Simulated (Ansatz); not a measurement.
```xyz
8

F     0.6808   -0.6513    2.0469
Si   -0.1018   -0.9156    0.7015
F     0.5411   -2.1870    0.0214
F    -1.5899   -1.2866    1.0854
Si   -0.0428    0.9418   -0.7108
Cl    1.9229    1.3311   -1.1496
H    -0.7758    0.6504   -1.9648
H    -0.6343    2.1171   -0.0300
```

The species carries charge 0 and has multiplicity 1.

Q: List the ωB97M-V/def2-TZVPP orbital energies in eV (Ansatz). (Estimate.)

A: Ansatz gave: Occupied: -2772.41, -1809.70, -1808.53, -678.23, -678.20, -678.20, -262.81, -200.28, -200.15, -200.15, -150.51, -149.55, -104.66, -104.66, -104.59, -103.70, -103.64, -103.62, -37.33, -36.59, -36.58, -26.35, -19.72, -18.34, -17.41, -17.40, -16.62, -16.01, -16.00, -15.33, -15.32, -14.81, -13.77, -13.68, -13.00, -11.73, -11.08. Lowest empty: 0.71, 1.44, 2.24, 2.55, 3.27, 3.67, 4.32, 5.36.
